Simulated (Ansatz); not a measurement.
Sn2S4. Charge 0, multiplicity 1. Geometry PBE-D4/def2-SVP.

```csv
atom,x (Å),y (Å),z (Å)
Sn1,0.711,-0.738,-1.800
Sn2,-1.218,0.723,1.510
S3,-1.302,1.000,-1.099
S4,-1.562,-1.087,-0.533
S5,1.167,0.068,1.873
S6,2.204,0.034,0.050
```

In the def2 sets Sn takes a core potential; there is no spin–orbit coupling. Another isomer (singlet) lies 0.08 eV lower at PBE0-D4/def2-TZVP; other spin states weren't run for this one.

Problem. Estimate the orbital energies around the gap (eV) in Ansatz with HF/def2-TZVP, PBE-D4/def2-TZVP, r2SCAN-D4/def2-TZVP, B97M-V/def2-TZVP, PBE0-D4/def2-TZVP.

Solution. 
```csv
orbital,HF/def2-TZVP,PBE-D4/def2-TZVP,r2SCAN-D4/def2-TZVP,B97M-V/def2-TZVP,PBE0-D4/def2-TZVP
HOMO−9,-13.16,-9.40,-9.78,-9.73,-10.55
HOMO−8,-12.77,-8.98,-9.34,-9.28,-10.17
HOMO−7,-12.28,-8.19,-8.53,-8.43,-9.40
HOMO−6,-11.61,-7.73,-8.05,-7.98,-8.85
HOMO−5,-11.10,-7.64,-7.98,-7.82,-8.80
HOMO−4,-11.03,-7.31,-7.63,-7.54,-8.48
HOMO−3,-10.12,-6.84,-7.13,-7.06,-7.88
HOMO−2,-9.63,-6.10,-6.37,-6.33,-7.16
HOMO−1,-8.52,-5.53,-5.77,-5.69,-6.46
HOMO,-8.49,-5.11,-5.33,-5.32,-6.13
LUMO,0.25,-3.04,-3.00,-2.90,-2.40
LUMO+1,0.87,-2.89,-2.77,-2.62,-1.93
LUMO+2,1.25,-2.38,-2.29,-2.26,-1.77
LUMO+3,1.51,-2.30,-2.17,-2.07,-1.51
LUMO+4,1.71,-2.14,-1.98,-1.95,-1.47
LUMO+5,1.93,-1.44,-1.19,-1.24,-0.74
```
